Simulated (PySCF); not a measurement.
F3H3Si2, SMILES F[SiH2][SiH](F)F. Atoms are numbered in the order given.

```xyz
8

Si     1.3839    -0.1047    -0.2639
F      2.0924     0.5843     1.0365
Si    -0.8979    -0.2592     0.1846
F     -1.5679    -1.0650    -1.0552
F     -1.5379     1.2300     0.1953
H      1.6304     0.7433    -1.4599
H      1.9729    -1.4563    -0.4633
H     -1.2873    -0.9364     1.4440
```
Charge 0, spin multiplicity 1.

Coordinates come from a ωB97X-D3(BJ)/def2-SVP optimisation. The values are those of a single conformer.

Two levels are set side by side: PBE/pcSseg-1 (PySCF) and PBE0/pcSseg-1 (PySCF). GIAO shifts against CFCl3 (¹⁹F), TMS (²⁹Si), TMS (¹H) at the same level; non-relativistic, no solvent, atoms listed together averaged. Differences are taken from unrounded values.

| quantity | PBE0 |
|---|---|
| δ(²⁹Si) of Si1 (ppm) | -3.1 |
| δ(¹⁹F) of F2 (ppm) | -270.5 |
| δ(²⁹Si) of Si3 (ppm) | 7.9 |
| δ(¹H) of H8 (ppm) | 5.82 |

Question: What does PBE give, and how far is it from PBE0? (The exact figures need the calculation; the answer reports its results.)

Answer: 
```
quantity                 PBE  PBE minus PBE0
--------------------  ------  --------------
δ(²⁹Si) of Si1 (ppm)    -2.8             0.3
δ(¹⁹F) of F2 (ppm)    -296.7           -26.2
δ(²⁹Si) of Si3 (ppm)     9.5             1.6
δ(¹H) of H8 (ppm)       6.11            0.30
```

Rough cost on one machine, each run with all the roots and properties that it gave: PBE0 against PBE within a factor of 2.
